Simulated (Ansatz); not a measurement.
The same path of C$_{2}$H$_{3}$AlN$_{2}$O (9 atoms, charge 0, multiplicity 1) was run 3 times with different band settings. The coordinate that changes most is the dihedral O1–C2–C3–N4.

The calculation used Ansatz, RKS PBE/STO-3G.

Relaxed end points:

```xyz
9
Properties=species:S:1:pos:R:3
O 2.463 0.452 0.636
C 1.675 0.518 -0.356
C 0.190 0.124 -0.309
N -0.655 0.193 -1.378
Al -1.912 -0.475 -0.092
N -0.442 -0.363 0.904
H 1.992 0.877 -1.386
H -3.337 -0.914 0.175
H 0.115 -0.457 1.789
```

```xyz
9
Properties=species:S:1:pos:R:3
O 2.393 0.408 -1.435
C 1.712 0.312 -0.373
C 0.172 0.181 -0.316
N -0.654 0.150 -1.404
Al -1.929 -0.304 -0.082
N -0.536 0.195 0.976
H 2.188 0.309 0.662
H -3.233 -1.028 0.171
H -0.024 -0.270 1.783
```

Common settings: movable images 7; climbing image yes; spring 5.0 eV/Å²; optimiser quadratic models (default); start path IDPP; end points relaxed.

| run | force threshold | iteration limit |
| --- | --- | --- |
| 1 | 0.05 eV/Å | 60 |
| 2 | 0.2 eV/Å | 60 |
| 3 | 0.05 eV/Å | 10 |

Question: What does each run give, and how far can it be trusted?

Answer: Run 1: converged after 15 iterations, highest image 0.207 eV above the first end. A structure lower than the first end lies on the path between it and the top, so the climb from that side starts below the end, which may itself be a saddle point or a shallow side well. A vibrational analysis at the climbing image gives one clearly imaginary mode, 110i cm⁻¹: a first-order saddle point.
Run 2: converged after 5 iterations, highest image 0.231 eV above the first end. The threshold of 0.2 eV/Å is loose, so the images may lie well off the minimum-energy path. The order of the stationary point at the top wasn't checked.
Run 3: not converged after 10 iterations, highest image 0.209 eV above the first end. The band didn't meet its force threshold, so its energies are provisional: the largest band force was still 0.21 eV/Å, and over the last iterations the top stayed at 0.22 eV.
Limits of this set-up: minimal basis.
